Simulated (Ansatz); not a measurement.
Reaction (ligand exchange at a Ge–N bond): `[OH][Ge][N]([SiH3])[SiH3]` + HBr → `[OH][Ge][Br]` + `[SiH3]N[SiH3]`

Program: Ansatz. Geometries: PBE0-D4/def2-TZVP. ΔE: electronic, gas phase. CBS: MP2 limit from def2 TZ/QZ plus the TZ coupled-cluster correction, frozen cores. This one scheme is used for every species. DFT in def2-TZVPP. For Br, Ge outer-core shells are correlated without core-valence functions, which leaves a few kJ/mol of doubt a bond. Scalar relativity is left out up to krypton. Each species was taken in one conformer, which may not be the lowest.

`[OH][Ge][N]([SiH3])[SiH3]`:

Z-matrix (Å, degrees):
```
Si
N 1 1.735
H 1 1.487 2 109.7
H 1 1.492 2 110.4 3 119.0
H 1 1.486 2 112.1 3 -121.1
Ge 2 1.883 1 125.5 3 -153.1
Si 2 1.740 1 118.0 3 29.7
O 6 1.783 2 101.4 1 5.2
H 7 1.488 2 111.0 1 53.3
H 7 1.487 2 111.5 1 -67.2
H 7 1.488 2 107.7 1 173.0
H 8 0.964 6 118.5 2 7.9
```

HBr:

Cartesian coordinates in Å:
```
Br -0.254 0.637 -0.184
H 0.254 -0.637 0.184
```

`[OH][Ge][Br]`:

```xyz
4

O    -1.002   -0.246    0.588
Ge   -0.546    0.414   -0.991
Br    1.816    0.318   -0.759
H    -0.267   -0.486    1.163
```

`[SiH3]N[SiH3]`:

```xyz
10

Si    1.254   -0.172   -0.914
N    -0.332   -0.451   -0.295
Si   -1.135    0.324    1.022
H     1.955    0.716    0.046
H     1.238    0.481   -2.253
H     2.001   -1.451   -1.058
H    -0.888   -1.122   -0.808
H    -0.127    1.149    1.732
H    -1.716   -0.679    1.955
H    -2.251    1.204    0.573
```

```json
{"level": "r2SCANh-D4", "ΔE (kJ/mol)": "-74.8"}
{"level": "CCSD/def2-SVP", "ΔE (kJ/mol)": "-60.6"}
{"level": "SCS-MP2/def2-TZVPP", "ΔE (kJ/mol)": "-63.5"}
{"level": "HF/def2-QZVPP", "ΔE (kJ/mol)": "-96.4"}
```

Q: What does CCSD(T)/CBS give? (Best estimate.)

A: The calculation gave: -64.9 kJ/mol. The listed levels differ from it by -9.9, 4.3, 1.4, -31.5 kJ/mol.

Q: What do rigid-rotor, harmonic-oscillator terms from PBE0-D4/def2-TZVP frequencies (298.15 K, 1 bar) make of the CCSD(T)/CBS value? (Best estimate.)

A: Ansatz gave: ΔZPE = +10.7 kJ/mol, ΔH = -56.1 kJ/mol, ΔS = 45 J/(mol·K), ΔG = -69.4 kJ/mol. Modes under 50 cm⁻¹ make the entropy rough.

Largest T1 diagnostic among the species: 0.014.

Leaving LDA and LC-ωPBE aside and taking each functional with its dispersion term where it has one, the values, not all of them listed here, spread over 8.0 kJ/mol, from B2PLYP to revPBE-D4. LDA lies +16.9 kJ/mol from PBE without D4. At CCSD(T), def2-SVP lies +9.0 kJ/mol from the extrapolated value and def2-TZVPP +5.3 kJ/mol. In def2-TZVPP, CCSD(T) changes the Hartree–Fock value by +37.6 kJ/mol (the triples alone add +5.3 kJ/mol) and MP2 by +37.6 kJ/mol.

CCSD(T)/CBS has its own doubt, a few kJ/mol and more with outer-core shells, so smaller differences from it don't rank the levels.
